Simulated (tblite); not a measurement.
Species: C6H10P2.
Numbering: `[CH2:1]=[CH:2][PH:3]/[CH:4]=[CH:5]/[PH:6][CH:7]=[CH2:8]` (hydrogens: H9, H10 on C1; H11 on C2; H12 on P3; H13 on C4; H14 on C5; H15 on P6; H16 on C7; H17, H18 on C8)

Computed with GFN2-xTB (tblite), gas phase: L-BFGS steps from a force-field or distance-geometry start until the largest atomic force falls under 0.01 eV/Å.

Geometry at step 6:
```
atom  x, y, z in Å
C1      4.4163   -0.3896    0.1059
C2      3.2299   -0.6399    0.6352
P3      1.9654    0.6295    0.9278
C4      0.4927   -0.2733    0.3717
C5     -0.4946    0.2752   -0.3328
P6     -1.9666   -0.6270   -0.8899
C7     -3.2303    0.6437   -0.5983
C8     -4.4164    0.3869   -0.0681
H9      4.6710    0.5941   -0.2537
H10     5.1730   -1.1509    0.0019
H11     3.0089   -1.6208    1.0386
H12     2.1785    1.3479   -0.2486
H13     0.3696   -1.2664    0.7824
H14    -0.3720    1.2680   -0.7421
H15    -2.1841   -1.3428    0.2868
H16    -3.0120    1.6226   -1.0017
H17    -4.6643   -0.5980    0.2938
H18    -5.1736    1.1472    0.0396
```

**Question.** What forces act on the atoms?

**Answer.** 
```csv
atom,Fx (eV/Å),Fy (eV/Å),Fz (eV/Å)
C1,0.015,0.027,-0.054
C2,0.032,-0.037,0.043
P3,-0.022,-0.023,0.121
C4,-0.067,0.062,0.054
C5,0.073,-0.085,-0.038
P6,0.018,0.031,-0.127
C7,-0.105,-0.069,0.005
C8,0.053,0.008,0.044
H9,0.032,-0.005,-0.053
H10,-0.014,0.019,0.025
H11,-0.091,-0.014,-0.011
H12,0.005,0.046,-0.047
H13,0.072,-0.103,0.055
H14,-0.067,0.129,-0.070
H15,0.001,-0.054,0.053
H16,0.098,0.079,-0.013
H17,-0.037,0.022,0.041
H18,0.005,-0.031,-0.027
```

The largest, 0.16 eV/Å, acts on H14; the rms over all components is 0.057 eV/Å. The forces sum to zero within rounding, as they must for an isolated molecule in no field.

**Question.** Give the force on H14 in Eh/bohr and in nN.

**Answer.** 0.161 eV/Å ÷ 51.422 = 0.00314 Eh/bohr, and 0.161 eV/Å × 1.602 = 0.26 nN.

**Question.** How far is this geometry from the end of the optimisation?

**Answer.** 0.045 eV above it, and 0.321 Å rms away after alignment. The bonds farthest from their final lengths, with half the difference of the two atoms' forces along the bond (positive lengthens):

```json
{"bond": "P6–H15", "now (Å)": "1.394", "final (Å)": "1.400", "force along bond (eV/Å)": "+0.10"}
{"bond": "P3–H12", "now (Å)": "1.395", "final (Å)": "1.400", "force along bond (eV/Å)": "+0.09"}
{"bond": "C5–P6", "now (Å)": "1.814", "final (Å)": "1.818", "force along bond (eV/Å)": "+0.01"}
{"bond": "C5–H14", "now (Å)": "1.081", "final (Å)": "1.085", "force along bond (eV/Å)": "+0.10"}
{"bond": "P3–C4", "now (Å)": "1.815", "final (Å)": "1.819", "force along bond (eV/Å)": "+0.01"}
{"bond": "C7–H16", "now (Å)": "1.081", "final (Å)": "1.084", "force along bond (eV/Å)": "+0.09"}
```

The angle farthest from its final value is C2–P3–C4, 99.7° against 96.8°.
